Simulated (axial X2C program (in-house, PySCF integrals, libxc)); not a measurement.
**Low determinants of RhP⁻ at the PBE0 level, with spin–orbit coupling**

All values were computed with an in-house all-electron X2C program for linear molecules (integrals from PySCF). Two-component (2c) means X2C with spin–orbit coupling and atomic mean-field two-electron Coulomb and Gaunt terms. Basis: Rh dyall-acv3z [13s13p9d5f3g], P dyall-av3z [9s8p3d2f] (cores contracted in-house); Gaussian nuclei, density fitting, unrestricted open shells. Masses: Rh 102.906 u, P 30.974 u.

Search at 2.120 Å (vertical energies from the lowest determinant):

| ΔE (eV) | state | electrons beyond evenly filled partner blocks | electrons in ±ω = 1/2, 3/2, 5/2, 7/2 |
| --- | --- | --- | --- |
| 0.00 | Ω = 7/2 | ω = -1/2, ω = 3/2, ω = 5/2 | 41 17 3 0 |
| 0.09 | Ω = 3/2 | ω = 3/2 | 40 17 4 0 |
| 0.20 | Ω = 1/2 | ω = 1/2 | 41 16 4 0 |
| 0.31 | Ω = 1/2 | 2 × ω = -1/2, ω = 3/2 | 40 17 4 0 |
| 0.57 | Ω = 5/2 | ω = 5/2 | 42 16 3 0 |
| 0.64 | Ω = 9/2 | ω = 1/2, ω = 3/2, ω = 5/2 | 41 17 3 0 |
| 0.71 | Ω = 5/2 | 2 × ω = 1/2, ω = 3/2 | 40 17 4 0 |

Lowest determinant, Ω = 7/2 (⟨Sz⟩ = 1.50, ⟨Lz⟩ = 2.00 at PBE0): Re = 2.110 Å, ωe = 456.3 cm⁻¹.

The determinant in row 2 of the search, Ω = 3/2 (⟨Sz⟩ = 1.47, ⟨Lz⟩ = 0.03 at PBE0), was followed along the bond at PBE0; measured from the minimum of the lowest determinant it gives:

Te = 0.055 eV (441 cm⁻¹), Re = 2.060 Å, ωe = 481.1 cm⁻¹.

(1) Compare the bond of the determinant in row 2 with that of the lowest one.

The search compares states at one distance, so a state with another bond length can lie lower; it is not exhaustive and yields mostly the lowest determinant of each block pattern, so other components and higher states of one pattern are missing. These are energies of single determinants, not of spin-adapted states; PBE0 term energies can be off by some tenths of an eV, and the functional has no current term. The lowest determinant need not be the ground state where others lie within half an eV. For an anion, determinants above electron detachment are held by the basis set. Some points of a curve did not converge. The highest occupied level of some functionals is positive through self-interaction error; at Hartree–Fock it is bound. Row 2 has a positive highest level at its minimum.

Results:

(1) At PBE0 its Re is 0.050 Å shorter and its force constant, which goes as ωe², is 1.11 times that of the lowest determinant. T0 ≈ Te + Δωe/2 = 441 + (12) = 453 cm⁻¹.
